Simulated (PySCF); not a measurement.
SMILES CC(=O)c1ccccc1C=O, singlet at its GFN2-xTB optimised geometry (Å):

```
19

C     -1.9172    -2.1183    -1.2868
C     -1.4861    -1.6041     0.0618
O     -1.7992    -2.1030     1.1103
C     -0.7097    -0.3173     0.0000
C     -1.3897     0.8920    -0.0046
C     -0.6905     2.0877    -0.0129
C      0.6967     2.0897    -0.0096
C      1.3846     0.8926     0.0000
C      0.6910    -0.3173     0.0000
C      1.4078    -1.5948    -0.0211
O      0.8884    -2.6696    -0.1834
H     -2.5033    -3.0249    -1.1670
H     -2.5074    -1.3556    -1.7924
H     -1.0398    -2.3292    -1.8928
H     -2.4697     0.8957     0.0091
H     -1.2306     3.0227    -0.0161
H      1.2358     3.0249    -0.0109
H      2.4650     0.8819     0.0024
H      2.5033    -1.5007     0.1111
```

Level of theory: PySCF with PBE0/def2-SVP. Cells within 0.4 Å of a nucleus heavier than hydrogen are left out (blank, or x).

Map of the electrostatic potential (hartree/e), clipped to [-0.08, 0.12] on the plane z = 0.0 Å:

```
|3334444444444444444444444444443|
|3334444444444444444444444444443|
|3344444444444444444444444444444|
|3344444444555554555554444444444|
|3444444445666655566665444444444|
|3444444456899865689986544444444|
|3444444456999987899996544444444|
|4444444456999999999996554444444|
|4444444556999999999996554444444|
|4444445556999xx9xx9996555444444|
|4444455678999x999x9998765544444|
|4444456999999999999999996554444|
|34444589999xx99999xx99998654444|
|34444589999xx99999xx99998654444|
|3344456999999999999999997554444|
|3344445679999x999x9999876554444|
|333444456899xxx9xx9998765544444|
|3333444579999999999999976544444|
|3333334599999999999999997544444|
|3333334599xx999999xx99998544444|
|33333334999x999799xx99997544443|
|3333333369999965999999975444433|
|33333223469995249xx996544443333|
|33332222334442139xx943333333333|
|3333222222222100699411233333333|
|3333222222211100010001223333333|
|3333322222211110000001222333333|
|3333322222221111000111222333333|
|3333322222222111111112222333333|
|3333322222222222111222222333333|
|3333332222222222222222223333333|
```
Scale: ten equal steps from -0.068 (start of '0') to 0.120 (end of '9'), in the order '0123456789'; x runs from -5.50 to 5.50, y from -5.50 (bottom) to 5.50 (top).
